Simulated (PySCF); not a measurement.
OsH₅⁻ (singlet). Level of theory: PySCF, PBE0, basis Os def2-TZVPD with ECP60, H def2-TZVPD (scalar-relativistic core potentials, no spin–orbit coupling, density fitting).

Harmonic bands of its minimum:

```csv
ω (cm⁻¹),"IR (km/mol, summed over degenerate members)",degeneracy
149,244,2
591,159,2
774,70.6,1
931,65.7,2
1538,826,1
2049,158,1
2219,396,2
2255,18.5,1
```

Q: The central atom is Os. Infer the point group and assign the bands.

A: C3v. The modes span 4e + 4a1: 149 e, 591 e, 774 a1, 931 e, 1538 a1, 2049 a1, 2219 e, 2255 a1. The computed geometry has Os–H 1.593 Å (×3), Os–H 1.647 Å, Os–H 1.794 Å; H–Os–H 64.4° (×3), H–Os–H 102.7° (×3), H–Os–H 115.6° (×3), H–Os–H 180.0°.

Stability towards spin polarisation was not tested. Other isomers or separated fragments may lie lower. The lowest empty level of this anion is unbound, so it and the gap depend on the basis. With an element this heavy the missing spin–orbit coupling can shift these numbers.
